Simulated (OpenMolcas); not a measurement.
An atom or ion with 23 electrons was computed by SS-CASPT2, IPEA 0.25 Eh, imaginary shift 0.1 Eh with spin-orbit coupling (OpenMolcas, ANO-RCC-VQZP, DKH2). The lowest levels that the run gave, each within 12 % of the measured value where one is at hand:

```json
{"J": "5/2", "Parity": "even", "E (eV)": "0.0000", "g": "2.002"}
{"J": "5/2", "Parity": "even", "E (eV)": "3.429", "g": "0.571"}
{"J": "7/2", "Parity": "even", "E (eV)": "3.432", "g": "0.984"}
{"J": "9/2", "Parity": "even", "E (eV)": "3.435", "g": "1.172"}
{"J": "11/2", "Parity": "even", "E (eV)": "3.437", "g": "1.273"}
{"J": "5/2", "Parity": "even", "E (eV)": "3.775", "g": "1.593"}
{"J": "3/2", "Parity": "even", "E (eV)": "3.778", "g": "1.722"}
{"J": "1/2", "Parity": "even", "E (eV)": "3.783", "g": "2.650"}
{"J": "7/2", "Parity": "even", "E (eV)": "4.133", "g": "1.429"}
{"J": "1/2", "Parity": "even", "E (eV)": "4.134", "g": "0.018"}
{"J": "3/2", "Parity": "even", "E (eV)": "4.139", "g": "1.212"}
{"J": "5/2", "Parity": "even", "E (eV)": "4.142", "g": "1.379"}
```

Question: Which ion is it, and what are the configurations and terms?

Answer: Mn²⁺ (Z = 25, charge +2; active space 5 electrons in 10 orbitals (3d 4d)). J, parity and g give the terms where levels are pure, and mixed ones are named by the computed weights; the size of the splittings, set against known spectra of the 23-electron sequence, gives the charge. In order, with the measured energies in eV (Corliss and Sugar, J. Phys. Chem. Ref. Data 6, 1253 (1977)): 3d5 6S 5/2, 3d5 4G 5/2, 3d5 4G 7/2, 3d5 4G 9/2, 3d5 4G 11/2, 3d5 4P 5/2 (3.6163), 3d5 4P 3/2, 3d5 4P 1/2, 3d5 4D 7/2 (4.0056), 3d5 4D 1/2 (4.0132), 3d5 4D 3/2, 3d5 4D 5/2 (4.0151).

CASPT2 breaks the degeneracy within a term, and the mean is taken; among the terms shown or strongly mixed into the levels shown the widest spread is 68 cm-1 (3d5 4D). Active for correlation alone: 4d; no level in the range computed is led by a configuration that fills it, so any true level of that kind is missing. Computed and measured levels are paired by configuration, term and J; levels that our copy of the source lacks, or whose pairing is in doubt (as where it misses far off the trend of its configuration), stay unpaired and out of the deviations. Levels of configurations outside the active space are missing.
